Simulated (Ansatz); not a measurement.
`O[SiH](F)[TeH]` + `F[SiH2]N[SiH2][SiH3]` → `O[SiH](F)N[SiH2]F` + `[SiH3][SiH2][TeH]`  (redistribution)

Calculated with Ansatz (gas phase, PBE0-D4/def2-TZVP geometries, no zero-point term in ΔE). CCSD(T)/CBS is the MP2 limit (def2-TZVPP, def2-QZVPP) plus CCSD(T) − MP2 in def2-TZVPP, frozen cores. Functionals use def2-TZVPP. Elements past krypton have def2 core potentials. For Te outer-core shells are correlated without core-valence functions, which leaves a few kJ/mol of doubt a bond. Each species was taken in one conformer, which may not be the lowest.

`O[SiH](F)[TeH]`:

Cartesian coordinates in Å:
```
O -0.821 1.418 0.616
Si -0.506 0.010 -0.137
F -0.098 0.225 -1.664
Te 1.419 -1.112 0.976
H -0.088 2.010 0.794
H -1.768 -0.748 -0.121
H 1.861 -1.803 -0.463
```

`F[SiH2]N[SiH2][SiH3]`:

```xyz
13

F    -1.297    1.010    2.423
Si   -0.039    1.654    1.670
N     0.734    0.547    0.627
Si    0.315    0.162   -1.017
Si   -0.437   -2.048   -1.226
H     0.907    2.068    2.731
H    -0.565    2.780    0.868
H     1.436   -0.042    1.055
H    -0.757    1.116   -1.405
H     1.483    0.368   -1.921
H    -1.693   -2.248   -0.456
H     0.596   -2.980   -0.694
H    -0.683   -2.387   -2.655
```

`O[SiH](F)N[SiH2]F`:

Cartesian coordinates in Å:
```
O -2.165 0.255 1.298
Si -1.115 0.754 0.156
F -1.149 2.335 0.294
N 0.466 0.150 0.411
Si 1.496 -0.642 -0.703
F 1.361 -2.233 -0.595
H -2.218 -0.685 1.476
H -1.511 0.398 -1.219
H 0.834 0.261 1.348
H 2.906 -0.325 -0.389
H 1.095 -0.269 -2.075
```

`[SiH3][SiH2][TeH]`:

```xyz
9

Si   -0.735    1.259   -0.701
Si    0.243   -0.780   -0.111
Te    1.058   -0.523    2.238
H    -1.253    1.191   -2.094
H     0.274    2.347   -0.610
H    -1.860    1.563    0.222
H    -0.750   -1.883   -0.197
H     1.377   -1.100   -1.019
H     1.646   -2.074    2.272
```

```tsv
level	ΔE (kJ/mol)
PBE0-D4	-36.2
MP2/def2-QZVPP	-39.3
```

Question: What does CCSD(T)/CBS give? (Best estimate.)

Answer: Ansatz gave: -39.4 kJ/mol. The listed levels differ from it by 3.2, 0.1 kJ/mol.

Largest T1 diagnostic among the species: 0.012.

From PBE to PBE0 (25 % exact exchange), in def2-TZVPP and without D4, ΔE moves by −4.7 kJ/mol.
